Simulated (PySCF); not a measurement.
## How methods differ on the ionisation energy of Re⁴⁷⁺

Re⁴⁷⁺ [Ar] 3d10 (1S) → Re⁴⁸⁺ [Ar] 3d9 (2D), as a difference of total energies. All numbers are calculated (PySCF 2.14, the spin-free X2C one-electron Hamiltonian (Gaussian nucleus), in an uncontracted even-tempered set (18 s from 10 bohr⁻², ratio 2.5; 13 p from 14 bohr⁻², ratio 2.5; 7 d from 14 bohr⁻², ratio 2.5; 4 f from 58 bohr⁻², ratio 2.7; 3 g from 87 bohr⁻², ratio 2.7)). Correlated levels: outer shells: [Ne] frozen; virtual orbitals above 40 to 60 times the deepest correlated orbital energy dropped. The calculations carry no spin-orbit coupling.

```tsv
method	ionisation energy (eV)
UHF	4242.4
LDA	4239.6
PBE	4238.8
PBE0	4240.3
r2SCAN	4240.9
M06-2X	4244.0
TPSS	4237.7
MP2 (outer shells)	4244.1
SCS-MP2 (outer shells)	4243.8
```

A first-order spin-orbit estimate (lowest level to lowest level, LS coupling) adds -28.370 eV.

Breit and QED terms and the two-electron picture change are absent.

For comparison: 4214 ± 4 eV (measured; NIST Atomic Spectra Database, ionization energies).
